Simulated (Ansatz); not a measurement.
Reaction (formal loss of a carbene): `C[CH]1[CH2][AlH]1` → `[CH2]1[CH2][AlH]1` + `[CH2]` (triplet)

Program: Ansatz. Geometries: PBE0-D4/def2-TZVP. ΔE: electronic, gas phase. CCSD(T)/CBS adds triple-zeta CCSD(T) − MP2 to the extrapolated MP2 energy (def2 sets, frozen cores). This one scheme is used for every species. Functionals use def2-TZVPP. Triplets are unrestricted, without spin–orbit coupling.

CCSD(T)/CBS gives +103.3 kcal/mol.

Another level gave +98.1 kcal/mol. Which?
A. PBE0/def2-TZVPP
B. r2SCAN0/def2-TZVPP
C. PBE-QIDH/def2-TZVPP
D. BLYP/def2-TZVPP

D. BLYP 98.1, PBE-QIDH 102.3, PBE0 101.3, r2SCAN0 96.1 kcal/mol.

Largest T1 diagnostic among the species: 0.011.

From r2SCAN to r2SCAN0 (25 % exact exchange), in def2-TZVPP and without D4, ΔE moves by −1.1 kcal/mol. Leaving LDA and LC-ωPBE aside and taking each functional with its dispersion term where it has one, the values, not all of them listed here, spread over 8.7 kcal/mol, from r2SCAN0-D4 to ωB97X-V. LDA lies +17.6 kcal/mol from PBE without D4.
